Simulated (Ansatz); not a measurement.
System: CH₃Li, charge 0, singlet. CH3Li (SMILES [CH3][Li]).
B3LYP-D3(BJ)/def2-TZVP minimum from Ansatz (a quantum-chemistry and plane-wave program):
```xyz
5

Li    -1.1054    -0.6446    -0.9312
C      0.2701     0.1575     0.2275
H      0.8519    -0.5947     0.7758
H     -0.1547     0.8270     0.9867
H      0.9987     0.7566    -0.3338
```
Charge 0, spin multiplicity 1.

Property: atomisation energy (electronic, to ground-state atoms), in kcal/mol. Open shells are spin-unrestricted; no spin-orbit coupling. Cores are frozen in correlated methods. No relativity. CBS(X,Y): correlation extrapolated as X^-3, Hartree-Fock from the larger set. A bracket is a step between two methods taken in the basis named. Double hybrids freeze cores in their MP2 part. For partners of very few electrons the exact lower level stands in for a higher one.

CCSD(T)/CBS(def2-TZVPP,def2-QZVPP) + [CCSDT(Q) - CCSD(T)]/def2-QZVPP + [CCSDTQ - CCSDT(Q)]/def2-SVP (Ansatz) gives 356.2 kcal/mol.

Question: How far off this value is PBE/def2-TZVPD (Ansatz), in which direction, and which of these levels come nearer: r2SCAN/def2-TZVPD, B3LYP/def2-TZVPD, PBE0/def2-TZVPD, wB97M-V/def2-TZVPD, B2PLYP/def2-TZVPD, CCSD(T)/CBS(def2-TZVPP,def2-QZVPP)?

Answer: PBE gives 356.4 kcal/mol, 0.2 kcal/mol above it. Differences of the others: r2SCAN/def2-TZVPD (Ansatz) -2.6; B3LYP/def2-TZVPD (Ansatz) -1.1; PBE0/def2-TZVPD (Ansatz) -4.2; wB97M-V/def2-TZVPD (Ansatz) 2.2; B2PLYP/def2-TZVPD (Ansatz) -5.2; CCSD(T)/CBS(def2-TZVPP,def2-QZVPP) (Ansatz) -0.1 kcal/mol. Nearer than PBE: CCSD(T)/CBS(def2-TZVPP,def2-QZVPP).
